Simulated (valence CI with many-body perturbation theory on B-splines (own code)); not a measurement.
**Hyperfine factors and g values of K XIII**

Computed by relativistic CI+MBPT: five valence electrons over a frozen Dirac-Fock core [He], radial functions for each j: 11 s, 11 p, 10 d, 8 f, 5 g, 2 h, with the one-electron correlation potential Σ1 (screened to all orders), the two-electron term Σ2, the three-electron term Σ3, Breit, model QED; selected single and double excitations, second order for the rest, scaled by the run's own slope (own B-spline code, finite nucleus).

No measured spectrum was set against this ion. As an estimate, levels of excited configurations hold to 0.05 to 0.15 % of their energy, terms of the ground configuration to about 0.5 %. Among the levels kept, up to 5500 cm⁻¹ of a level comes from second order outside the variational space, and about a tenth of that is noise between levels of different J, which matters for small intervals.

A/g_I is the dipole constant over the nuclear g factor μ/I (μ in nuclear magnetons, uniformly magnetised nucleus), B/Q the quadrupole constant per barn. Both hold the static response of the core; the bare values leave it out. Large factors of s and p1/2 electrons are usually good to 5 to 10 %; those of open d and f shells near neutrality can be off by tens of per cent, and small factors of p3/2, d and f electrons come from cancelling terms and can be off by a factor of two or in sign, in half-filled shells by more. B is blank for J = 1/2, where it vanishes, and for nearly pure S terms. Energies count from the lowest level.

Names give the largest LS component (configuration and term), which can be under half, so a name can repeat, a term be missing and a line seem to break the LS rules; names also repeat where a configuration has a term twice. Letters in brackets count levels of one name in rising energy.

```tsv
Level	E (Ry)	g	A/g_I (MHz)	A/g_I bare	B/Q (MHz/b)	B/Q bare
2s²2p³ ⁴S°_3/2	0.000	1.991	167	2290		
2s²2p³ ²D°_3/2	0.919	0.849	10400	10100	12800	12900
2s²2p³ ²D°_5/2	0.966	1.199	17200	17600	-209	-210
2s²2p³ ²P°_1/2	1.468	0.663	48700	47700		
2s²2p³ ²P°_3/2	1.535	1.290	9580	10200	-13200	-13200
2s2p⁴ ⁴P_5/2	4.380	1.598	39500	39500	16800	16900
2s2p⁴ ⁴P_3/2	4.523	1.732	36100	36300	-13500	-13600
2s2p⁴ ⁴P_1/2	4.592	2.664	78100	78200		
2s2p⁴ ²D_3/2	6.035	0.802	-11700	-10600	-23600	-23800
2s2p⁴ ²D_5/2	6.044	1.200	46700	45500	-33800	-34100
2s2p⁴ ²S_1/2	7.021	1.895	146000	140000		
2s2p⁴ ²P_3/2	7.310	1.329	-3500	-1640	16600	16700
2s2p⁴ ²P_1/2	7.503	0.774	42500	40000		
2p⁵ ²P°_3/2	11.455	1.332	7840	9120	-16300	-16400
2p⁵ ²P°_1/2	11.686	0.663	48900	47300		
2s²2p²3s ⁴P_1/2	30.054	2.600	24200	25200		
2s²2p²3s ⁴P_3/2	30.158	1.724	10400	11100	13600	13700
2s²2p²3s ⁴P_5/2	30.280	1.588	18400	19000	-16400	-16500
2s²2p²3s ²P_1/2	30.381	0.737	2200	2130		
2s²2p²3s ²P_3/2	30.524	1.304	11600	12700	-14700	-14800
2s²2p²3s ²D_5/2	30.980	1.211	21600	21400	33800	34000
2s²2p²3s ²D_3/2	30.991	0.835	11000	11400	22200	22300
2s²2p²3p ²S°_1/2	31.225	1.599	5180	6990		
2s²2p²3p ⁴D°_1/2	31.311	0.455	5230	4730		
2s²2p²3p ⁴D°_3/2	31.347	1.246	4260	4650	5640	5670
2s²2p²3p ⁴D°_5/2	31.443	1.384	3790	4440	6880	6920
2s²2p²3p ⁴P°_3/2	31.504	1.591	7890	8860	-9270	-9330
2s²2p²3p ⁴P°_1/2	31.509	2.562	-9330	-6770		
2s²2p²3p ⁴D°_7/2	31.556	1.421	8590	9270	-12200	-12300
2s²2p²3p ⁴P°_5/2	31.578	1.502	9190	10100	-4310	-4330
2s²2p²3p ²D°_3/2 [a]	31.646	0.908	15400	15100	-6980	-7030
2s²2p²3s ²S_1/2	31.752	1.998	40400	39200		
2s²2p²3p ⁴S°_3/2	31.790	1.958	9470	10900		
2s²2p²3p ²D°_5/2 [a]	31.814	1.263	10100	10600	-3890	-3920
2s²2p²3p ²P°_3/2 [a]	31.904	1.343	9420	10200	5800	5840
2s²2p²3p ²P°_1/2 [a]	31.922	0.710	18100	17600		
2s²2p²3p ²F°_5/2	32.264	0.880	14800	14800	29300	29400
2s²2p²3p ²F°_7/2	32.308	1.149	10700	10800	38300	38600
2s2p³3s ⁶S°_5/2	32.341	1.999	40200	40600		
2s²2p²3p ²D°_3/2 [b]	32.514	0.866	12300	12200	14900	15000
```

(1) Take the isotope of mass number 39, with I = 3/2, μ = 0.39147 μN and Q = 0.0603 b. What is the hyperfine structure of 2s²2p³ ²P°_3/2?

Results:

(1) From the table A = 2500 MHz, B = -793 MHz. Shifts from the centre of gravity in MHz: F = 0: -10400, F = 1: -7070, F = 2: -1280, F = 3: 5430.
